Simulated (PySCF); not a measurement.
# Computed spin Hamiltonian

Species: C₆H₁₁FN (doublet state).
Z-matrix (Å and degrees, GFN2-xTB geometry), rows numbered from 1:
```
C 
C   1  1.5237
C   2  1.5479  1  112.80
C   3  1.4894  2  112.39  1  -164.07
N   4  1.3904  3  111.62  2  -104.99
C   5  1.4453  4  109.98  3     3.62
C   6  1.5340  5  103.06  4   -21.77
F   7  1.3741  3  114.01  2   -28.76
H   1  1.0859  2  110.82  3   -59.61
H   1  1.0882  2  110.49  3    60.90
H   1  1.0879  2  110.05  3  -179.40
H   2  1.0911  1  109.67  3   122.02
H   2  1.0924  1  109.22  3  -120.00
H   3  1.0960  2  107.52  1   -40.31
H   4  1.0719  3  124.28  2    52.30
H   5  1.0112  4  118.26  3   141.83
H   6  1.0996  5  112.89  4    95.55
H   6  1.0926  5  110.93  4  -142.43
H   7  1.0955  3  110.63  2  -148.33
```

The hyperfine couplings belong to this conformer and change with its torsions.

The species is `CC[C@@H]1[CH]NC[C@@H]1F` [radical].

The calculation used UKS B3LYP, pcH-1 on C F H N, non-relativistic, mean-field spin-orbit, GIAO in PySCF 2.14.0. Geometry: GFN2-xTB, one conformer, isolated molecule. The geometry wasn't refined by DFT: couplings that depend on bond lengths, twists or pyramidal angles can differ widely from those at the functional's own minimum. The SCF solution wasn't tested for stability.

- g1, g2, g3: 2.00210, 2.00272, 2.00325
- g_iso: 2.00269
- Form of g: rhombic: the two nearest values differ by 46 % of g3 − g1
- ⟨S²⟩: 0.7538 (exact 0.7500)
- α and β electrons: 32, 31
- HOMO–LUMO gap, α and β orbitals: 4.74, 7.01 eV
- Total energy: -389.82355 Eh
- Basis functions: 310

Hyperfine couplings atom by atom, in 10⁻⁴ cm⁻¹; T1 to T3 are the principal values of the dipolar part; ρ(0) is the spin density at the nucleus (1 × 10⁻⁴ cm⁻¹ = 2.998 MHz):

| atom | isotope | a_iso | T1 | T2 | T3 | Mulliken spin population | ρ(0) (bohr⁻³) |
| --- | --- | --- | --- | --- | --- | --- | --- |
| C1 | 13C | 1.7 | -0.4 | -0.4 | 0.9 | 0.01 | 0.0045 |
| C2 | 13C | 24.4 | -1.5 | -1.4 | 2.9 | 0.04 | 0.0650 |
| C3 | 13C | -6.4 | -0.7 | -0.4 | 1.1 | -0.06 | -0.0171 |
| C4 | 13C | 40.0 | -23.1 | -23.1 | 46.2 | 0.84 | 0.1065 |
| N5 | 14N | 12.4 | -4.1 | -3.9 | 8.0 | 0.17 | 0.1152 |
| C6 | 13C | 0.8 | -0.7 | -0.3 | 1.1 | 0.00 | 0.0021 |
| C7 | 13C | 0.0 | -0.4 | -0.2 | 0.6 | 0.00 | 0.0000 |
| F8 | 19F | 0.7 | -0.5 | -0.1 | 0.5 | 0.00 | 0.0005 |
| H9 | 1H | -0.2 | -0.5 | -0.2 | 0.7 | 0.00 | -0.0001 |
| H10 | 1H | -0.2 | -0.5 | -0.2 | 0.7 | 0.00 | -0.0002 |
| H11 | 1H | 0.7 | -0.4 | -0.2 | 0.6 | 0.00 | 0.0005 |
| H12 | 1H | -1.2 | -1.4 | -0.6 | 2.0 | 0.00 | -0.0008 |
| H13 | 1H | -0.1 | -1.7 | -0.6 | 2.2 | 0.00 | -0.0001 |
| H14 | 1H | 16.8 | -1.7 | -1.4 | 3.1 | 0.02 | 0.0113 |
| H15 | 1H | -15.3 | -11.1 | 0.0 | 11.2 | -0.04 | -0.0103 |
| H16 | 1H | 8.3 | -4.5 | -2.1 | 6.6 | 0.01 | 0.0055 |
| H17 | 1H | 6.9 | -1.0 | -0.8 | 1.8 | 0.01 | 0.0046 |
| H18 | 1H | 1.5 | -1.1 | -1.0 | 2.1 | 0.00 | 0.0010 |
| H19 | 1H | -0.3 | -0.9 | -0.8 | 1.7 | 0.00 | -0.0002 |

The largest Mulliken spin populations are on C4 (+0.84) and N5 (+0.17). The angles at C4 add up to 356.0°, so it is nearly planar; its axial dipolar tensor and the negative coupling of its proton fit spin in a p orbital normal to that plane.

Axes: g2 points within 6° of the C4–N5 bond.

Under fast tumbling the dipolar parts average out, and these isotropic splittings remain (the largest six): 1 × 1H (H14, I = 1/2, 2 lines) with 1.80 mT, 1 × 1H (H15, I = 1/2, 2 lines) with 1.64 mT, 1 × 14N (N5, I = 1, 3 lines) with 1.33 mT, 1 × 1H (H16, I = 1/2, 2 lines) with 0.88 mT, 1 × 1H (H17, I = 1/2, 2 lines) with 0.74 mT and 1 × 1H (H18, I = 1/2, 2 lines) with 0.16 mT.

The 13C coupling of C4 (119.8 MHz) shows only in satellite lines or after enrichment, since that isotope makes up about 1.07 % of natural carbon.

Examples of negative spin density at the nucleus (bohr⁻³): C3 (-0.0171) and H15 (-0.0103).

On one thread, Arm Neoverse V1 (aarch64), no GPU, shared host, this took 87 s of wall time (with the writing of density and orbital grids) and 0.97 GiB of memory at its peak.
